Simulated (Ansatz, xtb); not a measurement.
## B2FH4OSi: where a starting geometry ends

The starting geometry of this gas-phase doublet was built from a drawn formula by distance geometry and a force field; its bonds are those of `BO[B][SiH2]F`.

```xyz
9

B    -1.5198    0.0334   -1.4626
B    -0.2053    0.1323    0.4376
F     1.8158   -2.0344    0.9627
O    -1.2967   -0.6082   -0.1156
Si    1.6307   -0.4478    0.2258
H    -2.3191    0.8920   -1.5677
H    -0.9586   -0.3800   -2.3874
H     1.9766   -0.5218   -1.1776
H     2.5231    0.4991    0.9710
```

**Question.** Predict what it relaxes into with r2SCAN-D4/def2-SVP.

**Answer.** A new bond forms, giving a structure given below by its coordinates. Contacts that close: B1–B2 (2.31 → 1.87 Å).

The energy falls by 1.53 eV over 15 steps:

```json
{"step": "1", "E − E(last) (eV)": "1.527"}
{"step": "3", "E − E(last) (eV)": "0.517"}
{"step": "4", "E − E(last) (eV)": "0.373"}
{"step": "6", "E − E(last) (eV)": "0.113"}
{"step": "7", "E − E(last) (eV)": "0.055"}
{"step": "9", "E − E(last) (eV)": "0.014"}
{"step": "10", "E − E(last) (eV)": "0.005"}
{"step": "12", "E − E(last) (eV)": "0.000"}
{"step": "13", "E − E(last) (eV)": "0.000"}
{"step": "15", "E − E(last) (eV)": "0.000"}
```

Final geometry (Å):

```xyz
9

B    -1.5556    0.1874   -1.3934
B    -0.1871   -0.5451   -0.3428
F     2.0382   -1.7128    1.3458
O    -1.4183   -0.9383   -0.3993
Si    1.7077   -0.5461    0.2574
H    -1.9890    1.2268   -0.9627
H    -1.4859   -0.1201   -2.5571
H     2.5575   -0.7632   -0.9436
H     1.9790    0.7760    0.8820
```

From the same start GFN2-xTB reaches the same bonding as this run.

No frequencies were run, so the end isn't proven a minimum. Open shells are spin-unrestricted. Run with Ansatz 0.2.0, 100 s on 2 threads of Arm Neoverse V2 (shared host).
